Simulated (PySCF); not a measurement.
Ligands exchanged one at a time, Ge OCH3-I. Isolated molecules, 0 K electronic values unless said otherwise. One relaxed conformer stands for each flexible species; it need not be the lowest. Strings in code marks are SMILES.

The numbers are results of PySCF 2.14.0 with M06-2X/def2-TZVP // PBE0-D3(BJ)/def2-SVP, not measurements. Delta-SCF ions had no search for a lower state. Excitations are Tamm–Dancoff values on a coarser integration grid. The basis has no diffuse functions, so Rydberg states are missing or too high.

| species | S1–T1 gap (TDA) (eV) | T1 excitation (TDA) (eV) | HOMO–LUMO gap (eV) | vertical ionisation energy (Delta-SCF) (eV) | S1 oscillator strength |
|---|---|---|---|---|---|
| 0 of 4 OCH3 replaced by I | 0.50 | 7.04 | (withheld) | 10.45 | 0.015 |
| 1 of 4 OCH3 replaced by I (`C[O][Ge]([I])([O]C)[O]C`) | 0.43 | (withheld) | 9.12 | 9.91 | 0.012 |
| 2 of 4 OCH3 replaced by I (`C[O][Ge]([I])([I])[O]C` (C–O–Ge–I torsion -63°, I–Ge–O–C torsion -178°)) | 0.45 | 4.45 | (withheld) | 9.82 | 0.032 |
| 3 of 4 OCH3 replaced by I (`C[O][Ge]([I])([I])[I]` (C–O–Ge–I torsion 180°)) | 0.33 | 3.90 | (withheld) | 9.85 | 0.000 |
| 4 of 4 OCH3 replaced by I | – | – | (withheld) | – | 0.000 |

**Question.** Some entries are withheld; supply them.

**Answer.** 
- 0 of 4 OCH3 replaced by I, HOMO–LUMO gap (eV): 10.86
- 1 of 4 OCH3 replaced by I (`C[O][Ge]([I])([O]C)[O]C`), T1 excitation (TDA) (eV): 5.42
- 2 of 4 OCH3 replaced by I (`C[O][Ge]([I])([I])[O]C` (C–O–Ge–I torsion -63°, I–Ge–O–C torsion -178°)), HOMO–LUMO gap (eV): 7.78
- 3 of 4 OCH3 replaced by I (`C[O][Ge]([I])([I])[I]` (C–O–Ge–I torsion 180°)), HOMO–LUMO gap (eV): 6.93
- 4 of 4 OCH3 replaced by I, HOMO–LUMO gap (eV): 6.39
